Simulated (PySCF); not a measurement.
A structure optimised at PBE-D3(BJ)/def2-TZVPD, used in a PySCF frequency run:

```xyz
5

Ti     0.0000     0.0000     0.0000
H      0.9873     0.9873     0.9873
H     -0.9873     0.9873    -0.9873
H     -0.9873    -0.9873     0.9873
H      0.9873    -0.9873    -0.9873
```
Charge 0, spin multiplicity 1.

Write its SMILES, formula and point group.

[TiH4], H₄Ti, Td

What are its rotational constants (standard atomic weights)?

64.298, 64.298, 64.298 GHz
